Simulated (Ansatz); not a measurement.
Species: C6H12Cl, net charge 0, doublet state. It need not be the lowest isomer of its formula. 
Structure (B3LYP-D3(BJ)/def2-TZVP (Ansatz, a program for electronic structure) minimum search):
SMILES: CCCC[C](C)Cl
```xyz
19

C     -3.4493    -0.7022    -0.9041
C     -2.3887    -0.7953     0.1889
C     -1.0059    -0.3602    -0.2874
C      0.0621    -0.4542     0.8194
C      1.4220    -0.0360     0.3862
C      2.3125    -0.8975    -0.4320
Cl     1.6892     1.6787     0.2494
H     -3.1929    -1.3371    -1.7556
H     -3.5436     0.3218    -1.2729
H     -4.4285    -1.0160    -0.5380
H     -2.3357    -1.8231     0.5626
H     -2.6849    -0.1761     1.0418
H     -1.0478     0.6705    -0.6502
H     -0.7004    -0.9781    -1.1377
H      0.1202    -1.4909     1.1679
H     -0.2565     0.1529     1.6710
H      2.0804    -0.8307    -1.5046
H      3.3601    -0.6158    -0.3141
H      2.1959    -1.9418    -0.1347
```
Charge 0, spin multiplicity 2.

Parts of the frozen-core correlation energy in cc-pV(T+d)Z (Ansatz, hartree). Frozen orbitals: 11; correlated occupied orbitals by spin: 22 and 21; virtual: 354 and 355. Open shells are spin-unrestricted. No spin-orbit coupling. Non-relativistic.

```csv
term,value
reference (HF),-693.76752
MP2 opposite-spin,(withheld)
MP2 same-spin,(withheld)
CCSD correlation,-1.29124
(T),(withheld)
T1 diagnostic,0.011
largest doubles amplitude,0.011
<S^2> of the reference,0.767
```

Fill in the missing entries.


- MP2 opposite-spin, value: -0.93178
- MP2 same-spin, value: -0.27807
- (T), value: -0.05302
